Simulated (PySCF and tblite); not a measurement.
C7H7NO, numbered as in [N:1]#[C:2][C@@H:3]1[CH2:4][CH2:5][CH:6]=[CH:7][C:8]1=[O:9].

Free energies: PBE0-D3(BJ)/pcSseg-1 on GFN2-xTB structures plus GFN2-xTB thermal terms, symmetry and mirror images included. Conformers within 3 kcal/mol (GFN2-xTB free energy) were kept, 9 at most. GIAO shieldings: PBE0/pcSseg-1. Shifts are against TMS (¹H), TMS (¹³C), NH3 (¹⁵N) at the same level; of two unlike H on one atom, a is the less shielded. Programs: PySCF with density fitting and tblite.

The 6-ring runs over atoms 3–4–5–6–7–8.

```
conformer                                                      shape  symmetry  E(GFN2) kcal/mol  E(DFT) kcal/mol
        1  6-ring half-chair (ring torsions -48, 18, 2, 9, -40, 60°)        C1              0.00             0.00
        2  6-ring envelope (ring torsions 52, -22, -3, -3, 33, -58°)        C1              2.10             0.95
```

Q: How much do the weights at 298.15 K and the averaged shift of H5a depend on how the conformers are weighted?

A: 
```json
{"weighting": "DFT energy with thermal terms, symmetry and mirror images (full scheme)", "1 (%)": "78", "2 (%)": "22", "δ (ppm)": "3.00", "rms dipole (D)": "5.48"}
{"weighting": "DFT energy with symmetry and mirror images", "1 (%)": "83", "2 (%)": "17", "δ (ppm)": "3.04", "rms dipole (D)": "5.36"}
{"weighting": "bare DFT energy", "1 (%)": "83", "2 (%)": "17", "δ (ppm)": "3.04", "rms dipole (D)": "5.36"}
{"weighting": "GFN2-xTB energy with symmetry and mirror images", "1 (%)": "97", "2 (%)": "3", "δ (ppm)": "3.14", "rms dipole (D)": "5.06"}
{"weighting": "GFN2-xTB free energy", "1 (%)": "96", "2 (%)": "4", "δ (ppm)": "3.13", "rms dipole (D)": "5.08"}
{"weighting": "leading conformer alone", "1 (%)": "100", "2 (%)": "0", "δ (ppm)": "3.16", "rms dipole (D)": "4.99"}
{"weighting": "equal weights", "1 (%)": "50", "2 (%)": "50", "δ (ppm)": "2.79", "rms dipole (D)": "6.02"}
```

The largest departure from the full scheme, 0.21 ppm, comes with: equal weights.


¹⁵N shifts are against a computed isolated NH3 molecule, about 20 ppm from the liquid.